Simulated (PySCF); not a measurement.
Problem. Write Cartesian coordinates for `N#Cc1ccno1` as optimised with GFN2-xTB.

Solution. 
```
atom  x, y, z in Å
N1     3.174    0.084   -0.126
C2     2.036    0.154   -0.016
C3     0.635    0.202    0.095
C4    -0.325   -0.645   -0.411
C5    -1.529   -0.066    0.039
N6    -1.293    1.011    0.737
O7     0.032    1.190    0.781
H8    -0.182   -1.526   -1.001
H9    -2.534   -0.399   -0.124
```

Any rigid rotation of these coordinates is as good. Atoms count from 1 in this order. The 7 heavy atoms lie in one plane (0.000 Å rms). The 2 C–N bonds span 1.145 Å (N1≡C2, drawn triple) to 1.305 Å (C5–N6, aromatic), a spread of 0.160 Å. The 3 C–C bonds span 1.376 Å (C3–C4, aromatic) to 1.410 Å (C4–C5, aromatic), a spread of 0.034 Å. The 5-membered ring C3–C4–C5–N6–O7 has internal angles of 103.0° to 110.8°; it is planar, 0.00 Å rms from its mean plane, widest ring torsion 0°.

Bonds between heavy atoms (Å): N1≡C2 1.145, C2–C3 1.406, C3–C4 1.376, C4–C5 1.410, C5–N6 1.305, N6–O7 1.338, C3–O7 1.346.

Structure optimised with GFN2-xTB, isolated species.

Point group: Cs (tolerance 0.08 Å). Stationary, but not proved a minimum.

These are computed values.
